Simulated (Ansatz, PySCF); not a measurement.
AuCl, singlet, at a GFN2-xTB geometry (such geometries of metal compounds can be far from the true shape) (core potentials on Au). Base run: PySCF with CASSCF(6,6)/def2-SVP.

The PySCF input:
```python
from pyscf import gto, scf, mcscf
import numpy

mol = gto.M(
    atom='''
Au   -0.00000000   -0.00000000   -0.39614556
Cl    0.00000000    0.00000000    1.84091171
''',
    basis='def2-svp',
    ecp={'Au': 'def2-svp'},
    verbose=4,
)

mf = scf.RHF(mol)
mf.kernel()
mc = mcscf.CASSCF(mf, 6, 6)
mc.fix_spin_(ss=0.0)
mc.kernel()
occ = numpy.linalg.eigvalsh(mc.fcisolver.make_rdm1(mc.ci, mc.ncas, mc.nelecas))[::-1]
ss = mc.fcisolver.spin_square(mc.ci, mc.ncas, mc.nelecas)[0]
print('natural occupations', occ.round(4), ' <S^2>', round(ss, 4))
```

Programs used: Ansatz (a first-principles code), PySCF; a row that names a program was run with it.

The base run was repeated with changes; each row names its change, and settings that it needs were set with it.

```json
[
 {"change": "base", "ΔE vs base (kcal/mol)": "0.000", "natural occupations": "1.99 1.99 1.98 0.02 0.01 0.01", "<S^2> of the state": "0.00", "outcome": "converged"},
 {"change": "code = ansatz; correction = SC-NEVPT2, all electrons", "ΔE vs base (kcal/mol)": "-266.3", "natural occupations": "-", "<S^2> of the state": "-", "outcome": "converged"},
 {"change": "solver = newton", "ΔE vs base (kcal/mol)": "0.000", "natural occupations": "1.99 1.99 1.98 0.02 0.01 0.01", "<S^2> of the state": "0.00", "outcome": "converged"},
 {"change": "state_average = 2 states", "ΔE vs base (kcal/mol)": "17.52", "natural occupations": "-", "<S^2> of the state": "-", "outcome": "converged"},
 {"change": "active space = 2 electrons, 4 orbitals", "ΔE vs base (kcal/mol)": "19.01", "natural occupations": "1.99 0.01 0.00 0.00", "<S^2> of the state": "0.00", "outcome": "converged"},
 {"change": "code = ansatz", "ΔE vs base (kcal/mol)": "0.005", "natural occupations": "-", "<S^2> of the state": "-", "outcome": "converged"},
 {"change": "active space = 10 electrons, 9 orbitals", "ΔE vs base (kcal/mol)": "-", "natural occupations": "-", "<S^2> of the state": "-", "outcome": "not converged"},
 {"change": "active space = 8 electrons, 6 orbitals", "ΔE vs base (kcal/mol)": "-", "natural occupations": "-", "<S^2> of the state": "-", "outcome": "not converged"},
 {"change": "fix_spin_ = off", "ΔE vs base (kcal/mol)": "0.000", "natural occupations": "1.99 1.99 1.98 0.02 0.01 0.01", "<S^2> of the state": "0.00", "outcome": "converged"},
 {"change": "active space = 2 electrons, 3 orbitals", "ΔE vs base (kcal/mol)": "21.81", "natural occupations": "1.99 0.01 0.00", "<S^2> of the state": "0.00", "outcome": "converged"},
 {"change": "conv_tol = 1e-5", "ΔE vs base (kcal/mol)": "0.228", "natural occupations": "1.99 1.99 1.98 0.02 0.01 0.01", "<S^2> of the state": "0.00", "outcome": "converged"}
]
```

Active orbitals are taken around the Fermi level unless the row says otherwise; CASSCF can end in different local minima, and two programs can end on different orbitals. State-averaged rows give the lowest state.
